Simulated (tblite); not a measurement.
Species: C10H16.
Cartesian coordinates in Å at the GFN2-xTB level; atoms count from 1:
```
atom  x, y, z in Å
C1     3.7273   -0.1518    0.6894
C2     2.7707   -1.0459    0.5268
C3     1.4075   -0.9558    1.1333
C4     0.3204   -0.8953    0.0585
C5    -1.1001   -0.8334    0.6336
C6    -1.9510   -0.2965   -0.5167
C7    -2.7625    0.9855   -0.2586
C8    -1.7795    1.7863   -1.1273
C9    -0.9891    0.4992   -1.4278
C10    0.4059    0.3606   -0.8181
H11    4.6941   -0.2586    0.2271
H12    3.5851    0.7269    1.2977
H13    2.9415   -1.9174   -0.0930
H14    1.2349   -1.8392    1.7560
H15    1.3418   -0.0715    1.7707
H16    0.4029   -1.7800   -0.5818
H17   -1.1181   -0.1386    1.4752
H18   -1.4407   -1.8055    0.9885
H19   -2.5125   -1.0926   -1.0053
H20   -3.7759    0.9523   -0.6536
H21   -2.8066    1.2899    0.7855
H22   -1.2107    2.5401   -0.5861
H23   -2.2288    2.2520   -2.0022
H24   -1.0011    0.2127   -2.4792
H25    1.1883    0.2767   -1.5711
H26    0.6354    1.2225   -0.1894
```

Computed values, GFN2-xTB/tblite, gas phase, harmonic and unscaled. The method is semi-empirical: single wavenumbers can be off by several per cent or more. One conformer, not necessarily the lowest.

Harmonic wavenumbers (cm⁻¹): 30.0, 54.9, 68.9, 103.7, 183.9, 303.8, 376.9, 399.4, 408.0, 443.7, 516.6, 604.9, 657.2, 722.0, 786.0, 872.3, 887.2, 893.1, 904.1, 907.5, 927.8, 955.5, 998.7, 1005.5, 1023.9, 1027.5, 1050.3, 1067.8, 1095.9, 1103.0, 1123.3, 1144.2, 1165.8, 1173.3, 1184.5, 1193.5, 1203.4, 1225.7, 1240.5, 1249.9, 1253.9, 1259.0, 1274.7, 1287.9, 1300.1, 1315.6, 1321.9, 1328.3, 1349.6, 1419.1, 1472.5, 1475.6, 1485.5, 1488.8, 1498.4, 1721.6, 2929.7, 2944.6, 2966.3, 2974.0, 2976.8, 2978.3, 2985.5, 2992.5, 3002.5, 3007.4, 3010.2, 3010.7, 3016.6, 3048.8, 3095.0, 3120.7.

A = 3202, B = 727.5, C = 656.4 MHz; mass 136.125 u (most abundant isotopes); point group C1, symmetry number 1.

**Question.** Zero-point energy?

**Answer.** Half the sum of the wavenumbers: 51298 cm⁻¹ = 146.67 kcal/mol.

**Question.** Give the ideal-gas entropy at 273.15 K and 1 bar in the rigid-rotor, harmonic-oscillator model (classical rotation).

**Answer.** Translation 40.23, rotation 29.47, vibration 27.12: S = 96.8 cal/(mol K).

**Question.** And Cp and H(273.15 K) − H(0)?

**Answer.** Cp = 36.23 cal/(mol K), of which vibrations give 28.28 (their classical limit is 72 R = 143.1); H(273.15 K) − H(0) = 5.85 kcal/mol without the zero-point energy, 3.68 from vibrations.

**Question.** Which modes carry the vibrational entropy at 273.15 K?

**Answer.** 30.0 cm⁻¹: 5.66; 54.9 cm⁻¹: 4.46; 68.9 cm⁻¹: 4.01; 103.7 cm⁻¹: 3.21; 183.9 cm⁻¹: 2.13; 303.8 cm⁻¹: 1.25 cal/(mol K); the other 66 give 6.40 together.

**Question.** How do the functions run with temperature in this model?

**Answer.** 
```tsv
T (K)	S (cal/(mol K))	Cp (cal/(mol K))	H − H(0) (kcal/mol)	G − H(0) (kcal/mol)	ln q(vib)
50	61.2	14.2	0.55	-2.51	0.98
100	72.2	17.8	1.35	-5.87	2.47
298.15	100.1	39.9	6.80	-23.06	7.49
373.15	110.3	51.1	10.21	-30.95	9.42
500	127.8	68.5	17.83	-46.05	12.85
750	160.6	93.0	38.26	-82.16	20.01
1000	189.6	108.8	63.62	-126.01	27.15
```

q(vib) and H(0) count from the zero-point level.

**Question.** What must be added to the electronic energy to get the Gibbs energy at 273.15 K and 1 bar?

**Answer.** ZPE + [H(273.15 K) − H(0)] − T·S = 146.67 + 5.85 − 26.45 = 126.07 kcal/mol.

**Question.** Blend soft modes into free rotors: weight 1/[1 + (100 cm⁻¹/ν̃)⁴] for the oscillator and the rest for a rotor with moment μB/(μ + B), μ = h/(8π²ν), B = 10⁻⁴⁴ kg m². What vibrational entropy results?

**Answer.** 23.52 cal/(mol K) in place of 27.12, which changes −T·S at 273.15 K by +0.98 kcal/mol.

Hindered rotation and anharmonicity are outside this model. Other conformers, if any are populated, would add a mixing term that is left out. The structure is chiral; the term R ln 2 for an equal mix with its mirror image is left out.
